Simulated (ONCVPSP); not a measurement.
An all-electron radial function and its pseudo partner (phosphorus (P))

Columns: radius, all-electron u(r) and pseudo u(r) of the 2p shell (level -124.49 eV) of phosphorus in the configuration [He] 2s2 2p6 3s2 3p3; PBE, scalar-relativistic, ONCV scheme, ONCVPSP 4.0.1.

```csv
r (bohr),all-electron,pseudo
0.047,0.1695,0.0626
0.095,0.4913,0.2413
0.142,0.8009,0.4959
0.190,1.0539,0.7896
0.237,1.2270,1.0622
0.285,1.3328,1.2856
0.332,1.3772,1.4260
0.380,1.3763,1.4853
0.427,1.3420,1.4704
0.475,1.2831,1.4005
0.522,1.2103,1.3004
0.570,1.1269,1.1854
0.617,1.0411,1.0735
0.665,0.9528,0.9672
0.712,0.8680,0.8729
0.760,0.7850,0.7859
0.807,0.7081,0.7081
0.855,0.6348,0.6347
0.902,0.5685,0.5684
0.950,0.5063,0.5062
0.997,0.4509,0.4508
1.045,0.3997,0.3997
1.092,0.3546,0.3546
1.140,0.3133,0.3132
1.187,0.2772,0.2771
1.235,0.2443,0.2442
```

Q: How many radial nodes do the two functions have?

A: The all-electron 2p function has n − l − 1 = 0; the pseudo-wave has 0.

Q: At about which radius was the pseudo-wave matched?

A: 0.85 bohr, where the columns begin to agree (steps of 0.05 bohr).

Q: Where does each function peak?

A: Outermost all-electron maximum near 0.33 bohr, pseudo maximum near 0.38 bohr (to the table’s step).

Q: Is the pseudo-wave norm-conserving?

A: Yes: the ONCV scheme keeps the norm inside the radius equal to the all-electron one, which fixes the energy derivative of the logarithmic derivative at the level.
